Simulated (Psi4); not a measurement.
Interaction energy of CO2 ··· COS (SMILES O=C=O and O=C=S). Monomers: optimised at B3LYP-D3(BJ) (def2-TZVP), held rigid. Orientation: lowest of the rigid-body minima from ten starts at GFN2-xTB. R is the distance of the centres of mass, along which the second monomer moves.

- PBE/def2-TZVP, counterpoise-corrected (Psi4)
- PBE-D3(BJ)/def2-TZVP, counterpoise-corrected (Psi4)
- PBE0-D3(BJ)/def2-TZVP, counterpoise-corrected (Psi4)
- SAPT0/jun-cc-pVDZ, frozen core (Psi4)

Interaction energies in kJ/mol; the last columns give the difference from SAPT0:

| R / Å | PBE/def2-TZVP | PBE-D3(BJ)/def2-TZVP | PBE0-D3(BJ)/def2-TZVP | SAPT0/jun-cc-pVDZ | PBE/def2-TZVP − SAPT0/jun-cc-pVDZ | PBE-D3(BJ)/def2-TZVP − SAPT0/jun-cc-pVDZ | PBE0-D3(BJ)/def2-TZVP − SAPT0/jun-cc-pVDZ |
|---|---|---|---|---|---|---|---|
| 3.35 | 20.49 | 14.72 | 13.60 | 11.66 | 8.84 | 3.06 | 1.94 |
| 3.56 | 8.22 | 3.15 | 2.51 | 1.09 | 7.13 | 2.06 | 1.42 |
| 3.73 | 2.94 | -1.55 | -1.91 | -2.81 | 5.75 | 1.26 | 0.90 |
| 3.96 | -0.55 | -4.30 | -4.42 | -4.71 | 4.16 | 0.42 | 0.30 |
| 4.17 | -1.78 | -4.88 | -4.89 | -4.85 | 3.07 | -0.03 | -0.04 |
| 4.37 | -2.08 | -4.65 | -4.61 | -4.43 | 2.34 | -0.22 | -0.19 |
| 4.64 | -1.91 | -3.85 | -3.82 | -3.61 | 1.69 | -0.25 | -0.21 |
| 4.95 | -1.47 | -2.86 | -2.84 | -2.71 | 1.24 | -0.15 | -0.13 |
| 5.43 | -0.86 | -1.68 | -1.69 | -1.69 | 0.83 | 0.02 | 0.00 |
| 6.12 | -0.38 | -0.77 | -0.80 | -0.88 | 0.50 | 0.11 | 0.07 |
| 7.15 | -0.14 | -0.29 | -0.31 | -0.37 | 0.23 | 0.09 | 0.06 |
| 8.49 | -0.06 | -0.11 | -0.12 | -0.15 | 0.09 | 0.04 | 0.03 |

PBE/def2-TZVP is furthest from SAPT0/jun-cc-pVDZ at 3.35 (8.84 kJ/mol, above); its mean absolute difference over the points is 2.99 kJ/mol.

PBE-D3(BJ)/def2-TZVP is furthest from SAPT0/jun-cc-pVDZ at 3.35 (3.06 kJ/mol, above); its mean absolute difference over the points is 0.64 kJ/mol.

PBE0-D3(BJ)/def2-TZVP is furthest from SAPT0/jun-cc-pVDZ at 3.35 (1.94 kJ/mol, above); its mean absolute difference over the points is 0.44 kJ/mol.
